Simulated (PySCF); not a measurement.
# C₆ coefficients of unlike pairs at PBE

Calculated with PySCF 2.14 from the dipole response of each species, C₆(A,B) = (3/π) ∫ α_A(iu) α_B(iu) du, in atomic units, from isotropic polarisabilities. For ions this is the dispersion term alone; charge-induced terms of lower order in 1/R come first.

```
species           configuration                                        basis      relativity  α (bohr³)  C₆ (like pair)
     Ge  [Ar] 3d10 4s2 4p2 (3P)  aug-cc-pV5Z-PP with ECP10MDF (8s7p6d4f3g2h)  core potential      46.29           403.9
    Sn+  [Kr] 4d10 5s2 5p1 (2P)              aug-cc-pwCVTZ-DK3 (10s9p7d4f1g)   spin-free X2C      27.32           211.7
      O       [He] 2s2 2p4 (3P)                     aug-cc-pwCVTZ (7s6p4d2f)            none      5.449           16.74
     Cd      [Kr] 4d10 5s2 (1S)    aug-cc-pwCVDZ-PP with ECP28MDF (6s6p5d3f)  core potential      46.13           398.0
```

(1) Estimate C₆ for O with Sn+.

No spin-orbit coupling is included.

The other pairs:

```tsv
pair	C₆
Cd, Ge	399.7
Sn+, Ge	286.9
O, Ge	73.29
Cd, Sn+	286.2
Cd, O	74.05
```

## Answers

(1) The integral gives 57.15. The combination rule 2 C_A C_B / (C_A α_B/α_A + C_B α_A/α_B) gives 56.19 and the geometric mean 59.53.
